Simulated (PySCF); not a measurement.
## Substituent effects on chemical shifts

Parent skeleton `[O:1]=[C:2]1[CH2:3][CH2:4][CH2:5][CH2:6]1`; one hydrogen on atom 4 is replaced by X. Hydrogens on one atom are averaged.

Averaged over atoms made equivalent by symmetry, fast rotation or ring inversion, one conformer, isolated molecule, non-relativistic Hamiltonian. Shielding tensors at PBE0/pcSseg-1 (GIAO); geometry: GFN2-xTB; PySCF 2.14.0 with density-fitted response routines.

Chemical shifts δ = σref − σ; H2O for ¹⁷O; ¹³C and ¹H vs TMS, all at this level.

Parent (X = H): O1 665.1, C2 222.6, C3 40.6, C4 26.6, C5 26.6, C6 40.6, H(C3) 2.11, H(C4) 1.90, H(C5) 1.90 ppm. Effects are Δδ = δ(X) − δ(H), positive for deshielding.

Four derivatives gave (Δδ, ppm):
| compound | O1 | C2 | C3 | C4 | C5 | C6 | H(C3) | H(C4) | H(C5) |
| --- | --- | --- | --- | --- | --- | --- | --- | --- | --- |
| 1 | +3.4 | -3.1 | +6.4 | +55.2 | +7.7 | -2.4 | +0.44 | +2.56 | +0.36 |
| 2 | +4.1 | +0.9 | +6.9 | +11.8 | +5.2 | -4.0 | +0.33 | +1.76 | +0.15 |
| 3 | +1.4 | -0.5 | +3.8 | +54.5 | +8.3 | -2.2 | +0.08 | +2.16 | +0.18 |
| 4 | +5.1 | -2.3 | +7.2 | +68.5 | +7.3 | -2.6 | +0.35 | +3.61 | +0.27 |

Their substituents are 2-furyl, F, OC2H5, OCHF2. Which is which?

## Answers

1: X = OCHF2 (O=C1CC[C@@H](OC(F)F)C1); 2: X = 2-furyl (O=C1CC[C@@H](c2ccco2)C1); 3: X = OC2H5 (CCO[C@@H]1CCC(=O)C1); 4: X = F (O=C1CC[C@@H](F)C1).

Unscaled 17O shifts of doubly bonded oxygen tend to come out too high, by tens of ppm or more. Experimental scales use liquid or dissolved standards, which lie at an offset from isolated H2O (liquid H2O: subtract about 36 ppm).
